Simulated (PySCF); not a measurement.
**Structure from 2D NMR**

Compound of formula C4H9ClSi2. Correlations simulated from computed shifts and the bond graph:

HSQC (one-bond C–H):
| δH | δC |
| --- | --- |
| 3.59 | 46.9 |
| 1.72 | 24.2 |

COSY cross peaks (H two or three bonds apart, from the bond graph; peaks can be absent where the dihedral angle is near 90°):
| δH | δH |
| --- | --- |
| 4.48 | 4.22 |
| 4.48 | 3.59 |
| 4.22 | 3.59 |
| 3.59 | 1.72 |

HMBC (two and three bonds, from the bond graph):
| δH | δC |
| --- | --- |
| 4.48 | 116.9, 114.9, 46.9, 24.2 |
| 4.23 | 116.9, 114.9 |
| 4.22 | 116.9, 114.9, 46.9, 24.2 |
| 3.59 | 116.9, 24.2 |
| 1.72 | 46.9 |

Carbons without hydrogens: δ 116.9, 114.9.

PySCF calculation with GFN2-xTB geometry and shielding tensors at PBE0/pcSseg-1 (GIAO); no relativistic terms, no solvent model, one averaged value for each set of equivalent atoms, one computed conformer.

δ = σ(ref) − σ, references computed at the same level: TMS for ¹H and ¹³C.

Exchangeable hydrogens are left out of these lists.

Question: Assemble the structure.

Answer: SMILES [C@H](C)(Cl)[SiH2]C#C[SiH3].

Structure with atom numbers: `[CH3:1][C@@H:2]([Cl:3])[SiH2:4][C:5]#[C:6][SiH3:7]`. Each H is labelled by its parent atom. Ha(Si4) is pro-R; Hb(Si4) is pro-S.

δC 116.9 is C5, an alkyne carbon. δC 114.9 is C6, an alkyne carbon. δC 46.9 is C2, an sp3 CH bonded to Cl and Si (δH 3.59). δC 24.2 is C1, a methyl carbon (δH 1.72). HMBC from δH 4.48 reaches the proton-free carbons C5, C6. HMBC from δH 4.23 reaches the proton-free carbons C5, C6. HMBC from δH 4.22 reaches the proton-free carbons C5, C6. HMBC from δH 3.59 reaches the proton-free carbon C5. COSY links 4.48–4.22, 4.48–3.59, 4.22–3.59, 3.59–1.72.

The shifts were computed for this structure.

Carbons that carry Cl, above all several Cl atoms, come out too deshielded, partly because spin–orbit coupling is missing. Shifts are as computed. Against solution values, carbons near 30 ppm lie about +3 ppm off and those near 130 ppm about +5 ppm; carbons on Cl a further +6 ppm. Of 1211 compounds with measured shifts, 218 miss one by over three times the rms of a fit or turn the order of signals round; such compounds aren't used in these exercises.
